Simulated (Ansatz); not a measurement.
System: H3SiO3, charge 0, multiplicity 2. SMILES: [O][SiH](O)O
Geometry: optimised at B3LYP-D3(BJ)/def2-TZVP (Ansatz, a quantum-chemistry and plane-wave program).

Wanted: atomisation energy, in kcal/mol. Set-up: 6-31G* and kin with 6d, 5d where marked; open shells spin-unrestricted; non-relativistic; spin-orbit terms left out; dispersion terms only where a functional's name holds one; atomisation electronic, to ground-state atoms. Ab initio and DFT rows: single points at B3LYP-D3(BJ) geometries (Ansatz).

| species | coefficient | E at PBE/6-31G* (Ansatz), Eh | E at PBE/def2-TZVPD (Ansatz), Eh |
|---|---|---|---|
| [O][SiH](O)O | -1 | -516.58692 | -516.75409 |
| H atom | +3 | -0.49743 | -0.49962 |
| O atom | +3 | -74.97380 | -75.01069 |
| Si atom | +1 | -289.20204 | -289.22297 |

 1 Eh = 627.5095 kcal/mol.

### Question
Compute it at each level from the table.

### Answer

- PBE/6-31G*: the sum of coefficient times E is 0.97119 Eh, or 609.43 kcal/mol. Result: 609.4 kcal/mol.
- PBE/def2-TZVPD: the sum of coefficient times E is 1.00019 Eh, or 627.63 kcal/mol. Result: 627.6 kcal/mol.
